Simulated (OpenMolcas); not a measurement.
**What dynamic correlation does to the levels of F+**

```yaml
Program: OpenMolcas
Basis: ANO-RCC-VTZP [4s3p2d1f]
Scalar_Hamiltonian: DKH2, point nucleus
Active_space: 6 electrons in 8 orbitals (2s 2p 3s 3p)
State_averaging: 2S+1 = 3 even, 3 roots; 2S+1 = 1 even, 6 roots; 2S+1 = 3 odd, 3 roots; 2S+1 = 1 odd, 3 roots
Spin-orbit_coupling: RASSI with atomic mean-field integrals over the reference wave functions, term energies averaged over their components
```

Methods on the same reference wave functions:
A. CASSCF
B. SS-CASPT2, IPEA 0.25 Eh, imaginary shift 0.1 Eh (closed shells correlated: 1s)
C. XMS-CASPT2, IPEA 0.25 Eh, imaginary shift 0.1 Eh (closed shells correlated: 1s)

Energies in cm⁻¹ above 2s² 2p⁴ ³P₂, the measured ground level; measured values from NIST Handbook of Basic Atomic Spectroscopic Data.

```tsv
Level	A	B	C	Measured
2s² 2p⁴ ³P₂	0.0	0.0	0.0	0.0
2s² 2p⁴ ³P₁	307	307	307	341
2s² 2p⁴ ³P₀	455	456	456	490
2s² 2p⁴ ¹D₂	22878	21480	21510	20873
2s² 2p⁴ ¹S₀	41073	45220	45680	44918
2s 2p⁵ ³P°₂	173522	166860	166580	164798
2s 2p⁵ ³P°₁	173820	167160	166880	165107
2s 2p⁵ ³P°₀	173970	167310	167030	165279
```

Deviations, from unrounded energies. A percentage is the sum of absolute deviations over the sum of measured energies, with the sign that they share, or ± where signs differ.

```csv
Against measurement,Levels,A,B,C
mean absolute deviation (cm-1),7,4600,1000,970
fine structure of the ground term (%),2,-8.3,-8.2,-8.2
other terms of the ground configuration (%),2,±8.9,+1.4,+2.1
other configurations (%),3,+5.3,+1.2,+1.1
```

B, C lie about equally close to measurement and A furthest from it. The largest miss of C in the table is 2s 2p⁵ ³P°₂, by +1800 cm-1. The ranking rests on the paired levels alone, and a cruder setting can come out closer through cancelling errors.

Between B and C the level of the table that moves most is 2s² 2p⁴ ¹S₀, by 460 cm-1 (lowest in B, highest in C). Moves below CASPT2's spread within the term are not significant.

The mean deviations of B to C differ by less than CASPT2's widest spread within a term (190 cm-1), so their order carries little weight.

From A to B the spin-free energies of the other terms of 2s² 2p⁴ shown, above ³P, scale by factors of 0.94 to 1.10.

The lowest spin-free term lies below A's lowest term by 0.101 hartree in B, 0.103 hartree in C.

CASPT2 does not keep the components of a term degenerate, so their means are used; among the terms shown or strongly mixed into the levels shown the widest spread is 190 cm-1 (2s² 2p⁴ ¹D, C). Active for correlation alone: 3p 3s; no level in the range computed is led by a configuration that fills them, so any true level of that kind is missing. Without dynamic correlation excited terms often stand tens of per cent too high (terms of higher spin than the ground term too low), and those without a measured partner can miss by more than the paired ones (holds for A). Computed and measured levels are paired by configuration, term and J; levels that our copy of the source lacks, or whose pairing is in doubt (as where it misses far off the trend of its configuration), stay unpaired and out of the deviations. Only configurations of the active space appear. The table leaves out levels that lie high or whose names do not pair safely across all columns.

° marks odd parity.
